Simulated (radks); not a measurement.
Values are calculated unless marked as measured or tabulated.
Problem. These are the eigenvalues of the occupied orbitals of an atom or ion with whole-number occupations (eV). Level of theory: non-relativistic Kohn-Sham, PBEsol, spin-polarised, spherical densities, point nucleus (a radial shooting solver on a logarithmic mesh with Libxc functionals).

orbital  eigenvalue
1s up     -60214.92
1s down   -60214.92
2s up     -9860.737
2s down   -9860.726
2p up     -9441.546
2p down   -9441.538
3s up     -2253.010
3s down   -2253.007
3p up     -2059.989
3p down   -2059.985
3d up     -1699.950
3d down   -1699.943
4s up     -466.6861
4s down   -466.6777
4p up     -387.1578
4p down   -387.1488
4d up     -242.8082
4d down   -242.7969
5s up      -88.9070
5s down    -88.8230
5p up      -66.4628
5p down    -66.3788
4f up      -57.3437
4f down    -57.3216
6d up      -14.5084

Which element is it, and in what charge state? The configuration may be excited. Open shells, if any, are filled with parallel spins first.

Solution. Z = 72, hafnium, charge +3: Hf3+ in [Xe] 4f14 6d1. The list shows which subshells hold electrons but not how many an open one holds; the 1s level, -2212.9 hartree, gives Z - s = 66.5 by -(Z - s)^2/2, which with screening narrows Z to a few neighbours, and the depths of the outer levels then fix element, charge and occupations together.
